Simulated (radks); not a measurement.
Results of a calculation; reference values are marked as such.
Pb3+, 79 electrons, occupied as [Xe] 4f14 5d10 6s1. Level of theory: scalar-relativistic Kohn-Sham, Wu-Cohen GGA, spin-unpolarised, spherical densities, point nucleus (a radial shooting solver on a logarithmic mesh with Libxc functionals).

X-ray form factor f0, the Fourier transform of the density (f0(0) = 79):

sin(theta)/lambda (1/angstrom)  f0 (electrons)
0.05                                    78.285
0.1                                     76.260
0.15                                    73.241
0.2                                     69.619
0.25                                    65.752
0.3                                     61.903
0.4                                     54.836
0.5                                     48.897
0.6                                     43.985
0.8                                     36.268
1                                       30.214
1.25                                    24.260
1.5                                     19.987
2                                       15.243
